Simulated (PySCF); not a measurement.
Below is a simulated gas-phase C 1s photoelectron spectrum of `FB1C=CBC=C1`.

Every computed line was given a Gaussian of 0.7 eV full width at half maximum and an area set by the number of equivalent atoms; the highest printed point is 100. Level of theory: delta-SCF UKS SCAN, pcX-2 on the ionised atom, pcseg-1 elsewhere, spin-free X2C (PySCF).

binding energy (eV), intensity and a bar:
```
    289.4          1 
    289.5          2 
    289.6          4 #
    289.7          9 ###
    289.8         17 #####
    289.9         30 #########
    290.0         48 ##############
    290.1         69 #####################
    290.2         87 ##########################
    290.3         99 ##############################
    290.4        100 ##############################
    290.5         90 ###########################
    290.6         73 ######################
    290.7         53 ################
    290.8         34 ##########
    290.9         19 ######
    291.0         10 ###
    291.1          5 #
    291.2          2 
    291.3          1 
    291.4          0
```

Problem. How many maxima does the curve show, and how many computed lines lie under it?

Solution. The curve has 1 maximum (at 290.4 eV). Under it lie 2 lines from 2 inequivalent carbon sites. At this width some lines have no maximum of their own.

Problem. Decompose the envelope and assign each component. Numbering: `[F:1][B:2]1[CH:3]=[CH:4][BH:5][CH:6]=[CH:7]1`.

Solution. 
| position (eV) | relative area | line | atoms | environment |
| --- | --- | --- | --- | --- |
| 290.35 | 2 | C 1s | C4/C6 | unsaturated ring CH carbon |
| 290.37 | 2 | C 1s | C3/C7 | unsaturated ring CH carbon |

Problem. What are the centre and the root-mean-square width of the whole band?

Solution. The area-weighted mean of the lines is 290.36 eV. Their own spread about it is 0.01 eV (rms) and each Gaussian has σ = 0.7/2.355 = 0.30 eV; the variances add, which gives 0.30 eV.

Problem. Above which line width would these two lines show one maximum?

Solution. Two equal Gaussians merge once their distance is under 2σ = FWHM/1.177. With 0.01 eV between them that is a full width over 0.01 eV.

The 2 C 1s values lie within 0.02 eV of each other; Gaussian lines of 0.5 eV full width would blend them into one maximum.

No satellites, vibrations or lifetime broadening are included. The first atom of each set that the bonding makes equivalent was ionised and stands for the set. Geometry: PBE0-D3(BJ)/def2-SVP; no solvent, vibrations or thermal averaging.
